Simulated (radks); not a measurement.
Problem. These are the eigenvalues of the occupied orbitals of an atom or ion with whole-number occupations (eV). All-electron calculation, scalar-relativistic Kohn-Sham, SCAN, spin-unpolarised, spherical densities, finite nucleus; meta-GGA in the generalised Kohn-Sham scheme; Fermi nuclear charge, rms radius of each element as measured or else 0.836 A^(1/3) + 0.57 fm. Program: a radial shooting solver on a logarithmic mesh with Libxc functionals.

orbital  eigenvalue
1s        -53781.62
2s        -9024.630
2p        -8009.412
3s        -2062.727
3p        -1748.849
3d        -1345.343
4s        -456.2232
4p        -352.0364
4d        -209.7825
5s         -96.6116
5p         -70.1522
4f         -54.8395

Which element is it, and in what charge state? The configuration may be excited.

Solution. Z = 66, dysprosium, charge +4: Dy4+ in [Xe] 4f8. The list shows which subshells hold electrons but not how many an open one holds; the 1s level, -1976.4 hartree, gives Z - s = 62.9 by -(Z - s)^2/2, which with screening and relativity narrows Z to a few neighbours, and the depths of the outer levels then fix element, charge and occupations together.
